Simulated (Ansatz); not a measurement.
Basis sets compared for Pb2O2. Charge 0, multiplicity 1. Geometry PBE0-D4/def2-SVP. Ansatz on 4 threads of Arm Neoverse V1 on a shared host; times are rough, and most runs start from earlier orbitals.

```tsv
atom	x (Å)	y (Å)	z (Å)
Pb1	-1.565	0.135	0.337
Pb2	1.565	-0.135	-0.337
O3	0.312	0.627	1.198
O4	-0.312	-0.627	-1.198
```

In the def2 sets Pb takes a core potential; there is no spin–orbit coupling. The structure comes from a short search, and lower isomers may exist.

Binding counts from free atoms (Pb triplet, O triplet) in the same basis, without a counterpoise term.

```tsv
level	functions	energy (Eh)	HOMO (eV)	LUMO (eV)	binding per atom (eV)	wall time
PBE-D4/def2-SVP	80	-536.0495	-5.07	-2.76	3.41	0.7 s
PBE-D4/def2-TZVP	162	-536.2665	-5.32	-2.79	3.52	1.6 s
r2SCAN-D4/def2-TZVP	162	-536.4528	-5.57	-2.62	3.29	3.3 s
PBE0-D4/def2-SVP	80	-535.9599	-6.45	-2.07	3.02	1.1 s
PBE0-D4/def2-TZVP	162	-536.1746	-6.57	-2.09	3.15	2.8 s
```

**Question.** Estimate the rows for PBE-D4/def2-TZVPD, r2SCAN-D4/def2-TZVPD, PBE0-D4/def2-TZVPD.

**Answer.** 
```tsv
level	functions	energy (Eh)	HOMO (eV)	LUMO (eV)	binding per atom (eV)	wall time
PBE-D4/def2-TZVPD	192	-536.2701	-5.42	-2.84	3.53	2.2 s
r2SCAN-D4/def2-TZVPD	192	-536.4560	-5.65	-2.65	3.30	4.6 s
PBE0-D4/def2-TZVPD	192	-536.1779	-6.63	-2.12	3.17	2.9 s
```
